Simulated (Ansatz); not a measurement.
The multiplicity is imposed and other spin states were not computed.

Species: [Rh(CO)] (charge 0, multiplicity 2).

Question: Give a relaxed geometry from PBE-D3(BJ)/def2-SVP (Ansatz, a program for electronic structure).

Answer: the end point of this relaxation.
Cartesian coordinates (Å) in one orientation:
```xyz
3

Rh     0.151     0.259     0.127
O      1.497     2.619     1.272
C      0.962     1.680     0.817
```
